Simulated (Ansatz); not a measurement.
Mulliken charges of CH7GeSi (`[CH3][GeH][SiH3]`) radical from r2SCAN/def2-TZVPP in Ansatz (PBE0-D4/def2-TZVP geometry).

```
atom   x (Å)   y (Å)   z (Å)  charge (e)
  C1  -1.028   1.295  -0.764      -0.279
 Ge2  -0.242  -0.504  -0.827       0.060
 Si3   0.886  -1.161   1.156       0.158
  H4  -1.600   1.486  -1.672       0.088
  H5  -0.236   2.043  -0.684       0.090
  H6  -1.689   1.388   0.098       0.084
  H7   0.639  -0.651  -2.091      -0.018
  H8   1.389  -2.551   1.000      -0.059
  H9  -0.074  -1.121   2.292      -0.062
 H10   2.038  -0.276   1.495      -0.062
```

Q: By hand: the dipole of these point charges (1 e Å = 4.8032 D).

A: Σ q r = (-0.107, 0.105, -0.110) e Å, of length 0.186 e Å = 0.89 D.

Q: How does the dipole of the full density compare? (An estimate is asked.)

A: The calculation gave: (-0.079, 0.169, -0.014) e Å, 0.90 D; the point charges give 0.99 times that, at 37° from its direction.

Point charges leave out the atoms' own dipoles, such as those of lone pairs, and Mulliken's split depends on the basis, so the two needn't agree.
